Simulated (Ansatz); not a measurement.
One change: `O[Si]1(S)C[SiH2]1` becomes `O[SiH]1C[SiH2]1`.

Ansatz, PBE0-D4/def2-TZVP geometries, multiplicity 1. Each molecule was computed in one conformer, which needn't be the lowest.

```tsv
property	`O[Si]1(S)C[SiH2]1`
HOMO–LUMO gap (B3LYP/def2-TZVPP) / eV	5.85
zero-point energy (PBE0-D4/def2-TZVP) / kJ/mol	176.8
size of the dipole moment (ωB97M-V/def2-TZVPP) / D	0.76
size of the dipole moment (B3LYP/def2-TZVPP) / D	0.72
LUMO energy (PBE0/def2-TZVPP) / eV	-0.34
HOMO–LUMO gap (PBE0/def2-TZVPP) / eV	6.26
```

(1) What does the change do to each property? (An estimate is asked.)

## Answers

(1) The calculation gave: 
```csv
property,`O[SiH]1C[SiH2]1`,shift
HOMO–LUMO gap (B3LYP/def2-TZVPP) / eV,4.85,-1.00
zero-point energy (PBE0-D4/def2-TZVP) / kJ/mol,173.2,-3.6
size of the dipole moment (ωB97M-V/def2-TZVPP) / D,2.31,1.55
size of the dipole moment (B3LYP/def2-TZVPP) / D,2.28,1.56
LUMO energy (PBE0/def2-TZVPP) / eV,-0.98,-0.64
HOMO–LUMO gap (PBE0/def2-TZVPP) / eV,5.21,-1.05
```

With PBE0 the HOMO rises by 0.41 eV and the LUMO falls by 0.64 eV, so the gap narrows by about 1.05 eV. PBE moves the HOMO by 0.34 eV and ωB97M-V by 0.39 eV. The zero-point energy changes by -3.6 kJ/mol with -3 modes. Dipoles are sizes alone; their direction can turn.

B3LYP here is the variant with VWN-RPA as its local correlation; programs differ in this.
